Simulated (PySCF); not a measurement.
Solvent effects on NMR parameters

Structure with atom numbers: `[CH3:1][C@@H:2]1[CH2:3][C:4]2([CH2:5][CH2:6]2)[C@H:7]1[B:8]([OH:9])[OH:10]`. Each H is labelled by its parent atom. Ha(C3) is cis to C1 on the ring; Ha(C5), Ha(C6) are pro-R; Hb(C5), Hb(C6) are pro-S; Hb(C3) is trans to C1 on the ring.

GIAO PBE0/pcSseg-1 in PySCF 2.14 on one PBE0-D3(BJ)/def2-SVP conformer, non-relativistic, equivalent nuclei averaged. Solvents enter as an IEF-PCM continuum (tetrahydrofuran with ε = 7.4, dichloromethane with ε = 8.9) around the gas-phase geometry. Shifts are referred to TMS, BF3·OEt2 computed in the same medium.

Gas phase, δ in ppm: C3 40.3, C7 36.4, C2 28.2, C1 23.9, C4 16.3, C6 14.1, C5 12.5, B8 30.4, H(O9)/H(O10) 3.30, H(C2) 2.66, Ha(C3) 1.82, Hb(C3) 1.77, H(C7) 1.22, H(C1) 1.09. Dipole moment 1.08 D.

Question: How does each δ change in the continuum?

Answer: 
```json
{"atoms": "C3", "environment": "sp3 CH2 in a ring", "Δδ, tetrahydrofuran": "+0.4", "Δδ, dichloromethane": "+0.4"}
{"atoms": "C7", "environment": "sp3 CH bonded to B", "Δδ, tetrahydrofuran": "+0.7", "Δδ, dichloromethane": "+0.7"}
{"atoms": "C2", "environment": "sp3 CH in a ring", "Δδ, tetrahydrofuran": "+0.9", "Δδ, dichloromethane": "+1.0"}
{"atoms": "C1", "environment": "methyl carbon", "Δδ, tetrahydrofuran": "+0.2", "Δδ, dichloromethane": "+0.2"}
{"atoms": "C4", "environment": "three-membered-ring carbon", "Δδ, tetrahydrofuran": "+1.0", "Δδ, dichloromethane": "+1.0"}
{"atoms": "C6", "environment": "three-membered-ring carbon", "Δδ, tetrahydrofuran": "0.0", "Δδ, dichloromethane": "0.0"}
{"atoms": "C5", "environment": "three-membered-ring carbon", "Δδ, tetrahydrofuran": "-0.5", "Δδ, dichloromethane": "-0.5"}
{"atoms": "B8", "environment": "boron bonded to C, 2 O", "Δδ, tetrahydrofuran": "+0.7", "Δδ, dichloromethane": "+0.7"}
{"atoms": "H(O9)/H(O10)", "environment": "hydrogen on an oxygen bonded to B", "Δδ, tetrahydrofuran": "+0.65", "Δδ, dichloromethane": "+0.67"}
{"atoms": "H(C2)", "environment": "hydrogen on an sp3 CH in a ring", "Δδ, tetrahydrofuran": "-0.19", "Δδ, dichloromethane": "-0.20"}
{"atoms": "Ha(C3)", "environment": "hydrogen on an sp3 CH2 in a ring", "Δδ, tetrahydrofuran": "+0.03", "Δδ, dichloromethane": "+0.03"}
{"atoms": "Hb(C3)", "environment": "hydrogen on an sp3 CH2 in a ring", "Δδ, tetrahydrofuran": "+0.01", "Δδ, dichloromethane": "+0.01"}
{"atoms": "H(C7)", "environment": "hydrogen on an sp3 CH bonded to B", "Δδ, tetrahydrofuran": "+0.17", "Δδ, dichloromethane": "+0.18"}
{"atoms": "H(C1)", "environment": "hydrogen on a methyl carbon", "Δδ, tetrahydrofuran": "-0.01", "Δδ, dichloromethane": "-0.01"}
```

Changes are relative to the gas phase. The dipole moment becomes 1.50 D in tetrahydrofuran, 1.53 D in dichloromethane.

Question: Which of the listed nuclei move most (in ppm), and what does the model miss? (N and O are left out, as their reference compounds move with the solvent too.)

Answer: C2 (sp3 CH in a ring, +1.0 ppm) and C4 (three-membered-ring carbon, +1.0 ppm) in dichloromethane. A continuum only polarises the solute; specific hydrogen bonds, the anisotropy of aromatic solvents and changes of geometry or conformer are outside it.
